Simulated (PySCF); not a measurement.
Species: C2H7FOSi.
Cartesian coordinates in Å at the GFN2-xTB level; atoms count from 1:
```
atom  x, y, z in Å
C1    -1.882   -0.299    0.498
C2    -0.560    0.453    0.503
O3     0.470   -0.405    0.084
Si4    2.015   -0.170   -0.275
F5     2.808    0.403    1.007
H6    -1.813   -1.175    1.137
H7    -2.675    0.348    0.863
H8    -2.123   -0.624   -0.511
H9    -0.334    0.817    1.512
H10   -0.615    1.317   -0.169
H11    2.248    0.856   -1.279
H12    2.463   -1.521   -0.514
```

Method used: TDDFT CAM-B3LYP/def2-SVPD, vertical, gas phase, core orbitals frozen in the response in PySCF.

Ground-to-excited transition dipoles (e·a0, same axes as the geometry; the sign carries no meaning), for the states with f of 0.002 or more among the lowest 7:

```tsv
state	E (eV)	μx	μy	μz
S1	8.001	0.015	0.261	-0.076
S2	8.160	0.234	0.036	-0.051
S3	8.459	0.300	-0.221	-0.049
S4	8.690	0.307	-0.243	-0.181
S5	8.845	0.060	-0.053	-0.222
S6	9.159	0.073	-0.241	0.088
S7	9.254	-0.250	-0.346	0.254
```

Q: Work out the oscillator strengths.

A: f = (2/3) ΔE |μ|² with ΔE in hartree (27.2114 eV).

```
state  |μ|² (au)  |μ| (D)      f
   S1      0.074     0.69  0.014
   S2      0.058     0.61  0.012
   S3      0.141     0.96  0.029
   S4      0.186     1.10  0.040
   S5      0.056     0.60  0.012
   S6      0.071     0.68  0.016
   S7      0.247     1.26  0.056
```

Q: What angle do the transition dipoles of S6 and S7 make?

A: |cos θ| = |μa·μb| / (|μa| |μb|) = 0.66, so θ ≈ 49° (taken between 0 and 90°, since the signs are arbitrary).

Q: How is the summed strength of these states shared among x, y and z?

A: (2/3) Σ ΔE μα² gives 0.066 for x, 0.077 for y and 0.036 for z, 0.179 in all.

Q: What peak molar absorption coefficient would the strongest computed level give as a lone Gaussian band 0.5 eV wide at half height?

A: ε(max) = 2.175×10⁸ f / FWHM, with the width in cm⁻¹. S7: 2.175×10⁸ × 0.0560 / 4033 ≈ 3000 L mol⁻¹ cm⁻¹.

Rough CPU time on one thread of a shared machine: about 50 s.

One conformer stands for the species.

Without π bonds the low states may be Rydberg-like; a valence basis with one diffuse set may place them up to an eV too high.
